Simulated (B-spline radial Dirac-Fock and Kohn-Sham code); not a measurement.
Sn²⁹⁺: scattering cross sections and density moments

System: tin as Sn²⁹⁺ in the configuration 1s2 2s2 2p6 3s2 3p6 3d3.

Model: Dirac-Fock orbitals of the configuration average with a finite nucleus. Program: a B-spline atomic structure program.

```
Sum of ⟨r⟩                          : 4.279 bohr
Sum of ⟨r²⟩                         : 1.284 bohr²
Sum of ⟨1/r⟩                        : 251.10 per bohr
Langevin diamagnetic susceptibility : -1.02 × 10⁻⁶ cm³/mol
Lamb shielding (α²/3)Σ⟨1/r⟩         : 4457 ppm
```

Coherent scattering is the Thomson cross section weighted by f₀², without anomalous dispersion; incoherent scattering is Klein-Nishina weighted by S. The Lamb formula is the non-relativistic shielding expression. Electron correlation is left out. A dash stands where the photon energy is too low for the impulse approximation behind that column.

```tsv
hν (keV)	coherent (b)	incoherent (b)	incoherent per electron (b)
1	292.5	–	–
2	290.0	–	–
5	273.2	–	–
8.0478	245.8	1.094	0.0521
17.4793	151.8	3.405	0.162
30	82.97	5.556	0.265
50	42.64	7.223	0.344
100	14.17	8.239	0.392
```

Values without a named source are computed, but for edge energies of neutral atoms, which are taken from tables.
